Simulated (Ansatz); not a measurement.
```yaml
crystal:
  periodic: [false, false, false]
  atoms:
    - {symbol: C, position_ang: [-0.686406, 1.092463, 1.965964]}
    - {symbol: O, position_ang: [-0.570550, 0.078695, 0.989527]}
    - {symbol: Si, position_ang: [-0.007821, 0.343737, -0.528904]}
    - {symbol: Si, position_ang: [-0.078044, -1.718390, -1.618934]}
    - {symbol: S, position_ang: [1.975460, 1.152611, -0.571100]}
    - {symbol: H, position_ang: [-1.352190, 1.894342, 1.627795]}
    - {symbol: H, position_ang: [0.290737, 1.524579, 2.203302]}
    - {symbol: H, position_ang: [-1.105847, 0.646654, 2.868787]}
    - {symbol: H, position_ang: [-0.789455, 1.421744, -1.198430]}
    - {symbol: H, position_ang: [0.239663, -1.520617, -3.057852]}
    - {symbol: H, position_ang: [0.949099, -2.612726, -1.018872]}
    - {symbol: H, position_ang: [-1.413669, -2.360347, -1.496436]}
    - {symbol: H, position_ang: [2.569223, 0.022555, -0.150050]}
basis:
  gaussian: {orbitals: 6-31G, final_grid: {core_spheres: 8, valence_spheres: 7, degree: 23}}
hamiltonian: {xc: {name: B3LYP}, dispersion: d4}
output: {forces: true}
```

```sh
$ ansatz run in.yaml --threads 4 --pin off --events-out ev --progress --plain --max-ram 10444MiB
```

Shortened log:

```
Functional definition: B3LYP
878 factors; integrals over basis functions are off by at most 2.7e-4 eV
mean field evaluation 1: about -29797.8320 eV, gradient 4.7e1 eV
mean field evaluation 2: about -29787.5246 eV, gradient 8.7e1 eV
mean field evaluation 4: about -29802.4369 eV, gradient 3.7e0 eV
mean field evaluation 8: about -29802.6660 eV, gradient 1.6e-1 eV
mean field evaluation 16: about -29802.6661 eV, gradient 1.7e-5 eV
mean field -29802.66605870 eV, -1095.2277766846 hartree, gradient 1.7e-5 eV, S^2 0.000000; 0 other end points of the search recorded, 0 dependent functions left out
reference -29802.66634810 eV, -1095.2277873198 hartree; 33, 33 occupied and 40, 40 virtual orbitals, 878 factors
Total energy: -29803.19857756 eV, -1095.2473463918 hartree
Atom 0 at    -0.686406     1.092463     1.965964 Å, force    -0.236741     0.625334     1.058229 eV/Å
Atom 1 at    -0.570550     0.078695     0.989527 Å, force    -0.750039    -1.063360     1.714044 eV/Å
Atom 2 at    -0.007821     0.343737    -0.528904 Å, force    -0.568261    -0.316365    -2.708700 eV/Å
Atom 3 at    -0.078044    -1.718390    -1.618934 Å, force    -0.078164    -0.022862     0.044247 eV/Å
Atom 4 at     1.975460     1.152611    -0.571100 Å, force     1.142769     1.193010    -0.207306 eV/Å
Atom 5 at    -1.352190     1.894342     1.627795 Å, force    -0.062817     0.115000    -0.015476 eV/Å
Atom 6 at     0.290737     1.524579     2.203302 Å, force     0.075386     0.070465     0.061735 eV/Å
Atom 7 at    -1.105847     0.646654     2.868787 Å, force    -0.005415     0.005876     0.032351 eV/Å
Atom 8 at    -0.789455     1.421744    -1.198430 Å, force    -0.183756     0.216428    -0.110137 eV/Å
Atom 9 at     0.239663    -1.520617    -3.057852 Å, force     0.064709     0.035271    -0.246786 eV/Å
Atom 10 at     0.949099    -2.612726    -1.018872 Å, force     0.179711    -0.143573     0.092865 eV/Å
Atom 11 at    -1.413669    -2.360347    -1.496436 Å, force    -0.213716    -0.090342     0.019143 eV/Å
Atom 12 at     2.569223     0.022555    -0.150050 Å, force     0.636332    -0.624882     0.265792 eV/Å
Dipole moment:    -0.161078    -0.053510     0.135470 e Å
```

Run time 3.7 s (4 threads of a server CPU on a shared host); peak host memory 0.16 GiB.
